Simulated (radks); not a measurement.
Spherical jellium clusters: N electrons in a uniform positive sphere of charge N and radius rs N^(1/3), rs = 5.01 bohr. Calculated with a radial shooting solver with Libxc functionals: non-relativistic Kohn-Sham, LDA (Slater exchange, Perdew-Wang correlation), spin-polarised, spherical densities. Levels are named by radial order and angular momentum (1s, 1p, 1d, 2s, ...), and open shells are averaged over m.

N = 10, configuration 1s2 1p6 1d(up 2, down 0). This is the lowest configuration that the search found. Occupied and some empty levels:

level    occupation  eigenvalue (eV)  <r> (bohr)
1s up             1          -3.7364       7.105
1s down           1          -3.5898       6.939
1p up             3          -3.0390       8.322
1p down           3          -2.8580       8.286
1d up             2          -2.1397       9.343
1d down           0          -1.9512       9.396
2s up             0          -1.6530       8.389
2s down           0          -1.5638       8.512
1f up             0          -1.1182       10.44
1f down           0         -0.94291       10.61
2p up             0         -0.73900       11.29
2p down           0         -0.65427       11.56

Energy (eV): total -17.4581, kinetic 11.862, external -299.16, Hartree 148.33, exchange-correlation -29.755, background 151.26.
